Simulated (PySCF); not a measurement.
# Field gradients at the hydrogen positions

Compound: C3H7NSi2.
SMILES with atom numbers: `[CH2:1]=[CH:2][SiH2:3][SiH2:4][C:5]#[N:6]` (hydrogens: H7, H8 on C1; H9 on C2; H10, H11 on Si3; H12, H13 on Si4)

Cartesian coordinates in Å at the GFN2-xTB level; atoms count from 1:
```
atom  x, y, z in Å
C1    -1.5960    0.9636   -0.7310
C2    -1.7233    0.1352    0.2937
Si3   -0.3207   -0.8551    1.0689
Si4    1.6032   -0.7725   -0.2178
C5     2.0639    1.0066   -0.5533
N6     2.3150    2.1087   -0.7458
H7    -2.4295    1.5175   -1.1365
H8    -0.6464    1.1379   -1.2144
H9    -2.7067    0.0134    0.7340
H10   -0.1006   -0.3524    2.4329
H11   -0.7831   -2.2462    1.2033
H12    2.8119   -1.3123    0.4159
H13    1.5079   -1.3439   -1.5676
```

Level: PBE0/pcSseg-1 (PySCF, non-relativistic); Q(2H) = 0.00286 b; rigid geometry, the same for H and D, with no vibrational averaging.

Task: Tabulate Vzz, the asymmetry η and χzz = 234.96 MHz × Q × Vzz for every hydrogen position.

Result: 
```json
{"atom": "H7", "bonded to": "C1", "bond length (Å)": "1.080", "Vzz (au)": "0.3296", "η": "0.03", "χzz (kHz)": "222"}
{"atom": "H8", "bonded to": "C1", "bond length (Å)": "1.080", "Vzz (au)": "0.3257", "η": "0.06", "χzz (kHz)": "219"}
{"atom": "H9", "bonded to": "C2", "bond length (Å)": "1.084", "Vzz (au)": "0.3244", "η": "0.04", "χzz (kHz)": "218"}
{"atom": "H10", "bonded to": "Si3", "bond length (Å)": "1.470", "Vzz (au)": "0.1578", "η": "0.02", "χzz (kHz)": "106"}
{"atom": "H11", "bonded to": "Si3", "bond length (Å)": "1.472", "Vzz (au)": "0.1567", "η": "0.02", "χzz (kHz)": "105"}
{"atom": "H12", "bonded to": "Si4", "bond length (Å)": "1.468", "Vzz (au)": "0.1585", "η": "0.03", "χzz (kHz)": "107"}
{"atom": "H13", "bonded to": "Si4", "bond length (Å)": "1.469", "Vzz (au)": "0.1580", "η": "0.03", "χzz (kHz)": "106"}
```

Task: Average by the element that carries the hydrogen.

Result: on C: 219 kHz over 3 positions, mean bond length 1.081 Å; on Si: 106 kHz over 4 positions, mean bond length 1.470 Å.

Task: A static deuteron (I = 1) shows a doublet split by (3/2)χ, (3/4)χ(1 + η) and (3/4)χ(1 − η) with the field along z, y and x of the gradient. What are these for H10?

Result: With |χ| = 106.0 kHz and η = 0.021: 159, 81 and 78 kHz, to first order and without motion.

Isolated species at its GFN2-xTB geometry (one conformer only). GFN2-xTB bond lengths can be off by several hundredths of an ångström, more for odd bonds, and the gradients follow them. These gradients aren't converged with respect to the basis.

The run behind these numbers computed NMR shieldings as well. Time: 37 s (with the writing of density and orbital grids); peak memory 0.72 GiB. Hardware: one thread, Arm Neoverse N1 (aarch64), shared host.
